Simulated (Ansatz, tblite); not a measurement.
Adding an electron: the cluster SnTe₂⁺ (the lowest doublet isomer of a short search). Charge 1, multiplicity 2. Geometry: PBE0-D4/def2-SVP. Ansatz, gas phase; energy differences of separate SCF runs; the reduced species is a singlet (the triplet lies 0.89 eV higher at PBE0-D4/def2-TZVP).

```
atom   x (Å)   y (Å)   z (Å)
 Sn1   0.973  -1.342  -0.166
 Te2  -1.245   0.011   0.976
 Te3   0.272   1.331  -0.809
```

In the def2 sets Sn, Te take a core potential; there is no spin–orbit coupling. The xTB rows come from tblite. The structure comes from a short search, and lower isomers may exist.

(1) Estimate orbital energies and vertical electron affinities at: GFN1-xTB; GFN2-xTB; PBE-D4/def2-TZVP; r2SCAN-D4/def2-TZVP; PBE0-D4/def2-TZVP.

Results:

(1) 
| level | −HOMO (eV) | −LUMO (eV) | vertical EA (eV) | HOMO–LUMO gap (eV) |
| --- | --- | --- | --- | --- |
| GFN1-xTB | – | – | 12.06 | – |
| GFN2-xTB | – | – | 12.24 | – |
| PBE-D4/def2-TZVP | 10.27 | 9.46 | 6.95 | 0.80 |
| r2SCAN-D4/def2-TZVP | 10.63 | 9.35 | 7.02 | 1.28 |
| PBE0-D4/def2-TZVP | 11.32 | 8.75 | 7.05 | 2.57 |

  HOMO and LUMO are the levels of the spin that leaves or enters (xTB has no such levels and no spin-polarisation term). Other spin states of the ions may lie lower, which would lower the ionisation energy or raise the affinity. Raw xTB energy differences between charge states are shifted by several eV; the methods need an empirical correction for them.
